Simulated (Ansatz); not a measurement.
The same ligand exchange along the group Ti, Zr, Hf.

Isolated molecules relaxed with PBE0-D4/def2-TZVP in Ansatz; ΔE leaves out vibrations. CCSD(T)/CBS is the MP2 limit (def2-TZVPP, def2-QZVPP) plus CCSD(T) − MP2 in def2-TZVPP, frozen cores. This one scheme is used for every species. DFT in def2-TZVPP. Elements past krypton have def2 core potentials. For Hf, Ti, Zr outer-core shells are correlated without core-valence functions, which leaves a few kJ/mol of doubt a bond. Scalar relativity is left out up to krypton. One conformer a species, not always the lowest.

| reaction | MP2/CBS(def2) (eV) | ωB97M-V (eV) |
| --- | --- | --- |
| `[NH2][Ti]([NH2])([NH2])[NH2]` + H–F → `[NH2][Ti]([NH2])([NH2])[F]` + NH₃ | -1.12 | -1.30 |
| `[NH2][Zr]([NH2])([NH2])[NH2]` + H–F → `[NH2][Zr]([NH2])([NH2])[F]` + NH₃ | -1.25 | -1.38 |
| `[NH2][Hf]([NH2])([NH2])[NH2]` + H–F → `[NH2][Hf]([NH2])([NH2])[F]` + NH₃ | -1.23 | -1.38 |

(1) Give the CCSD(T)/CBS values in the same order. (Best estimate.)

Largest T1 diagnostic: 0.024, for `[NH2][Ti]([NH2])([NH2])[F]`.

Answers

(1) The calculation gave: -1.16, -1.28, -1.26 eV.
